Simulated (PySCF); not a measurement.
Run record: geometry optimisation, `FC(F)[C@@]12CC[C@H](Cl)C[C@@H]1O2`.

Method: PBE0-D3(BJ)/def2-SVP geometry optimisation, gas phase (PySCF 2.14.0). Start geometry: GFN2-xTB. The input is one job of a driver script: a line of settings, then coordinates in Å.

Command:
```bash
OMP_NUM_THREADS=1 python probes_run.py task.json out
```

Input:
```
{"job": {"xc": "PBE0", "basis": "def2-SVP", "d3": "d3bj", "grid": 1, "shake": 0.01, "kind": "geom"}, "charge": 0, "multiplicity": 1}
F     -3.104960     0.637330    -0.819880
C     -2.454980    -0.286830    -0.136750
F     -2.733560    -0.049210     1.168400
C     -0.919720    -0.191140    -0.391140
C     -0.394930     1.207260    -0.377610
C      1.130700     1.201180    -0.406020
C      1.660130     0.290330     0.706630
Cl     3.441030     0.473600     0.864390
C      1.322750    -1.163610     0.434060
C     -0.129210    -1.347080     0.018680
O     -0.472660    -1.102150    -1.323460
H     -2.859230    -1.264400    -0.394340
H     -0.811960     1.776470    -1.232980
H     -0.761830     1.703330     0.552550
H      1.473070     0.808490    -1.368250
H      1.513240     2.223980    -0.266090
H      1.229760     0.607270     1.666450
H      1.522750    -1.777870     1.296480
H      1.951830    -1.529660    -0.403690
H     -0.653200    -2.201890     0.442650
```

Estimate the output.

```
step   0  E = -1005.98264964  max force = 0.049874
step   1  E = -1005.98709792  max force = 0.014716
step   2  E = -1005.98793723  max force = 0.004306
step   3  E = -1005.98812903  max force = 0.002312
step   4  E = -1005.98820824  max force = 0.001765
step   5  E = -1005.98826778  max force = 0.002115
step   6  E = -1005.98829979  max force = 0.001406
step   7  E = -1005.98831442  max force = 0.001434
step   8  E = -1005.98831672  max force = 0.001139
step   9  E = -1005.98831828  max force = 0.001238
step  10  E = -1005.98832241  max force = 0.000733
step  11  E = -1005.98832445  max force = 0.000281
optimisation converged
```

Energies in Eh; «max force» is the largest Cartesian gradient component in Eh/bohr.

Give the first gradient maximum in eV/Å.

With 1 Eh/bohr = 51.422 eV/Å, 2.565 eV/Å.

Main results: final energy -1005.98832 Eh after 11 steps; dipole 1.41 D.

Give the final coordinates.

0.101 Å rms from the input after alignment:
```
atom  x, y, z in Å
F1    -3.0154    1.2847   -0.4630
C2    -2.4474    0.3284    0.3030
F3    -2.4474    0.7756    1.5793
C4    -1.0329    0.0744   -0.1485
C5    -0.1405    1.2857   -0.2341
C6     1.2936    0.9128   -0.5888
C7     1.7908   -0.1719    0.3481
Cl8    3.5444   -0.4732    0.0976
C9     1.0252   -1.4774    0.1872
C10   -0.4664   -1.2657    0.0653
O11   -0.9410   -0.8547   -1.2059
H12   -3.0628   -0.5855    0.2375
H13   -0.5606    1.9788   -0.9790
H14   -0.1791    1.8026    0.7392
H15    1.3519    0.5528   -1.6279
H16    1.9440    1.7954   -0.5096
H17    1.7050    0.1838    1.3870
H18    1.2452   -2.1468    1.0316
H19    1.3707   -1.9894   -0.7253
H20   -1.0977   -2.0251    0.5474
```

Hardware: an Arm Neoverse V1 with one thread, no GPU, shared host with 32 logical CPUs at a one-minute load of 16. Cost: 5.0 min of wall time, 0.89 GiB resident at most.
Labels such as C1 count atoms from 1, the log's own numbers from 0.
